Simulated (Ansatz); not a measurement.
`CCC(CC(CC(C)OC(C)=O)OC(C)=O)OC(C)=O` with charge -1. Charge -1, multiplicity 2. Geometry PBE-D4/def2-SVP, that of the neutral singlet; atoms count from 1.

```xyz
44

C     1.784    1.908   -3.298
C     0.815    0.739   -3.127
C     0.272    0.610   -1.706
C    -0.715   -0.548   -1.529
C    -1.073   -0.799   -0.062
C    -0.010   -1.597    0.718
C     0.780   -0.721    1.702
C     0.019   -0.417    2.982
O     2.008   -1.402    2.090
C     3.028   -1.352    1.201
C     4.264   -2.015    1.765
O     2.955   -0.828    0.102
O    -2.340   -1.511   -0.019
C    -3.354   -0.917    0.665
C    -4.617   -1.738    0.562
O    -3.258    0.144    1.257
O    -0.472    1.828   -1.402
C    -0.181    2.521   -0.272
C    -1.196    3.614   -0.047
O     0.739    2.259    0.483
H     2.654    1.807   -2.617
H     1.285    2.871   -3.069
H     2.168    1.965   -4.336
H     1.324   -0.218   -3.374
H    -0.040    0.834   -3.832
H     1.119    0.523   -0.994
H    -0.294   -1.470   -1.982
H    -1.640   -0.298   -2.090
H    -1.256    0.174    0.436
H    -0.511   -2.420    1.268
H     0.696   -2.064    0.004
H     1.071    0.225    1.202
H    -0.946    0.072    2.744
H     0.601    0.263    3.633
H    -0.193   -1.350    3.543
H     4.008   -2.980    2.241
H     5.008   -2.159    0.963
H     4.699   -1.368    2.554
H    -5.286   -1.494    1.406
H    -4.391   -2.820    0.535
H    -5.138   -1.479   -0.383
H    -1.584    4.015   -1.001
H    -2.050    3.174    0.510
H    -0.751    4.415    0.572
```

Single mean-field runs in def2-TZVP are fitted with def2-universal-jkfit. The highest occupied level of the charge -1 doublet lies above zero (up to 2.72 eV). By energy differences it is unbound by 1.40 eV (vertical, against the charge 0 singlet, at PBE0-D4/def2-TZVP) and held by the finite basis.

Problem. Estimate the Mulliken populations of the heavy atoms from the PBE0/def2-TZVP orbitals of Ansatz.

Solution. 
```json
{"atom": "C1", "charge (e)": "-0.38", "spin (α − β)": "0.00"}
{"atom": "C2", "charge (e)": "-0.17", "spin (α − β)": "0.00"}
{"atom": "C3", "charge (e)": "0.00", "spin (α − β)": "0.00"}
{"atom": "C4", "charge (e)": "-0.15", "spin (α − β)": "0.00"}
{"atom": "C5", "charge (e)": "0.07", "spin (α − β)": "0.01"}
{"atom": "C6", "charge (e)": "-0.11", "spin (α − β)": "-0.02"}
{"atom": "C7", "charge (e)": "0.03", "spin (α − β)": "0.01"}
{"atom": "C8", "charge (e)": "-0.37", "spin (α − β)": "-0.01"}
{"atom": "O9", "charge (e)": "-0.27", "spin (α − β)": "0.00"}
{"atom": "C10", "charge (e)": "0.27", "spin (α − β)": "0.22"}
{"atom": "C11", "charge (e)": "-0.38", "spin (α − β)": "-0.03"}
{"atom": "O12", "charge (e)": "-0.44", "spin (α − β)": "0.07"}
{"atom": "O13", "charge (e)": "-0.29", "spin (α − β)": "0.01"}
{"atom": "C14", "charge (e)": "0.26", "spin (α − β)": "0.25"}
{"atom": "C15", "charge (e)": "-0.39", "spin (α − β)": "-0.03"}
{"atom": "O16", "charge (e)": "-0.46", "spin (α − β)": "0.08"}
{"atom": "O17", "charge (e)": "-0.29", "spin (α − β)": "0.01"}
{"atom": "C18", "charge (e)": "0.30", "spin (α − β)": "0.21"}
{"atom": "C19", "charge (e)": "-0.41", "spin (α − β)": "-0.02"}
{"atom": "O20", "charge (e)": "-0.43", "spin (α − β)": "0.05"}
```
Mulliken values depend strongly on the basis.

Problem. Where does the spin sit?

Solution. Summed by element: C 0.59, O 0.22, H 0.19, of 1 unpaired in all. Largest on single atoms: C14 0.25, C10 0.22, C18 0.21.

Problem. And the Mayer bond orders between heavy atoms (over 0.3)?

Solution. C1–C2 1.02 (1.53 Å); C2–C3 0.98 (1.53 Å); C3–C4 1.00 (1.53 Å); C3–O17 0.87 (1.46 Å); C4–C5 1.01 (1.53 Å); C5–C6 0.91 (1.54 Å); C5–O13 0.87 (1.45 Å); C6–C7 0.98 (1.54 Å); C7–C8 0.97 (1.52 Å); C7–O9 0.91 (1.46 Å); O9–C10 1.11 (1.35 Å); C10–C11 1.02 (1.51 Å); C10–O12 1.84 (1.22 Å); O13–C14 1.07 (1.36 Å); C14–C15 1.03 (1.51 Å); C14–O16 1.81 (1.22 Å); O17–C18 1.07 (1.36 Å); C18–C19 0.99 (1.51 Å); C18–O20 1.84 (1.22 Å).
